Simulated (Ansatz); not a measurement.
Energy landscape of CH3 (cation, charge +1), singlet: umbrella (inversion) coordinate, bond length relaxed. Scanned: angle between the C-H bonds and the threefold axis (90 = planar). Other coordinates (C-H bond length) were minimised at B3LYP/def2-TZVP.

Calculation: full CI/cc-pVDZ, frozen core (Ansatz, a first-principles code).

Scanned values (°): 90, 92.86, 96.69, 99.42, 101.33, 105.52, 108.22, 111.57, 113.89, 116.76, 120.69, 122.89, 125.70, 128.46, 132.

Task: Locate the minima and the barriers on this grid.

Result: Lower than their neighbours: 90° (0.000 eV, end of the scan). Higher than their neighbours: 132° (5.978 eV, end of the scan). The whole profile spans 5.978 eV.
